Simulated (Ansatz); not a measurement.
`CB1[SiH2][SiH2]1` → `C[SiH]1B[SiH2]1`  (isomerisation)

Computed with Ansatz on PBE0-D4/def2-TZVP structures; ΔE is electronic, products minus reactants. CCSD(T)/CBS is the MP2 limit (def2-TZVPP, def2-QZVPP) plus CCSD(T) − MP2 in def2-TZVPP, frozen cores. Functionals use def2-TZVPP. B3LYP here is the variant with VWN-RPA as its local correlation; programs differ in this. HSE06 is defined as in plane-wave codes.

```csv
level,ΔE (kJ/mol),difference from CCSD(T)/CBS
LDA (SPW92),-3.3,5.5
PBE-D4,-4.7,4.1
revPBE-D4,-5.2,3.6
BLYP-D4,-8.4,0.4
r2SCAN-D4,-6.4,2.4
B97M-V,-4.5,4.3
PBE0-D4,-4.9,3.9
B3LYP-D4,-8.1,0.7
r2SCANh-D4,-6.5,2.3
r2SCAN0-D4,-6.5,2.3
HSE06-D4,-4.9,3.9
BHLYP-D4,-8.1,0.7
CAM-B3LYP-D4,-7.7,1.1
ωB97X-V,-5.8,3.0
ωB97M-V,-9.7,-0.9
B2PLYP,-8.7,0.1
PBE-QIDH,-6.8,2.0
BLYP,-7.0,1.8
r2SCAN,-6.2,2.6
PBE0,-4.4,4.4
B3LYP,-7.1,1.7
r2SCANh,-6.3,2.5
r2SCAN0,-6.4,2.4
HSE06,-4.5,4.3
LC-ωPBE,-4.8,4.0
RPA@PBE/def2-TZVPP,-8.5,0.3
HF/def2-SVP,0.7,9.5
MP2/def2-SVP,-2.1,6.7
CCSD/def2-SVP,1.2,10.0
CCSD(T)/def2-SVP,0.9,9.7
HF/def2-TZVPP,-5.8,3.0
MP2/def2-TZVPP,-11.5,-2.7
SCS-MP2/def2-TZVPP,-10.5,-1.7
CCSD/def2-TZVPP,-7.7,1.1
CCSD(T)/def2-TZVPP,-8.4,0.4
HF/def2-QZVPP,-6.1,2.7
MP2/def2-QZVPP,-11.7,-2.9
SCS-MP2/def2-QZVPP,-10.8,-2.0
HF/CBS(def2),-6.1,2.7
CCSD/CBS(def2),-8.1,0.7
CCSD(T)/CBS,-8.8,0
```

Largest T1 diagnostic among the species: 0.015.

Leaving LDA and LC-ωPBE aside and taking each functional with its dispersion term where it has one, the values spread over 5.2 kJ/mol, from ωB97M-V to B97M-V. At CCSD(T), def2-SVP lies +9.7 kJ/mol from the extrapolated value and def2-TZVPP +0.4 kJ/mol.
